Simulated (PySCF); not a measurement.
## Field gradients at the hydrogen positions

Species: C6H7P3.
Cartesian coordinates in Å at the GFN2-xTB level; atoms count from 1:
```
atom  x, y, z in Å
C1    -2.3700   -0.1844    0.8911
C2    -1.3007   -0.2864    1.7658
C3    -0.0134   -0.4055    1.2763
C4     0.2111   -0.4114   -0.0958
P5     1.9081   -0.6413   -0.7456
P6     2.8344    1.1162    0.1408
P7     2.0574    1.1840   -1.9195
C8    -0.8654   -0.3247   -0.9713
C9    -2.1509   -0.2058   -0.4765
H10   -3.3743   -0.0858    1.2754
H11   -1.4693   -0.2729    2.8326
H12    0.8271   -0.4840    1.9534
H13    4.1355    0.7017   -0.1733
H14    3.2327    0.7793   -2.5659
H15   -0.6865   -0.3407   -2.0384
H16   -2.9834   -0.1293   -1.1605
```

Level: PBE0/pcSseg-1 (PySCF, non-relativistic); Q(2H) = 0.00286 b; rigid geometry, the same for H and D, with no vibrational averaging.

Question: Rank these positions by the coupling χzz of a deuteron there, largest first.
A. H15 (aromatic hydrogen)
B. H14 (hydrogen on phosphorus)
C. H10 (aromatic hydrogen)

Answer: C (220 kHz), A (215 kHz), B (129 kHz).

Give the electric field gradient Vzz (the principal value of largest size), its asymmetry and the 2H coupling at each hydrogen.

```
atom  bonded to  bond length (Å)  Vzz (au)     η  χzz (kHz)
 H10         C1            1.080    0.3274  0.06        220
 H11         C2            1.080    0.3266  0.06        219
 H12         C3            1.082    0.3201  0.08        215
 H13         P6            1.401    0.1919  0.05        129
 H14         P7            1.401    0.1919  0.05        129
 H15         C8            1.082    0.3201  0.07        215
 H16         C9            1.080    0.3266  0.06        219
```

Average by the element that carries the hydrogen.

on C: 218 kHz over 5 positions, mean bond length 1.081 Å; on P: 129 kHz over 2 positions, mean bond length 1.401 Å.

Geometry: GFN2-xTB, one conformer, isolated molecule. GFN2-xTB bond lengths can be off by several hundredths of an ångström, more for odd bonds, and the gradients follow them. These gradients aren't converged with respect to the basis.
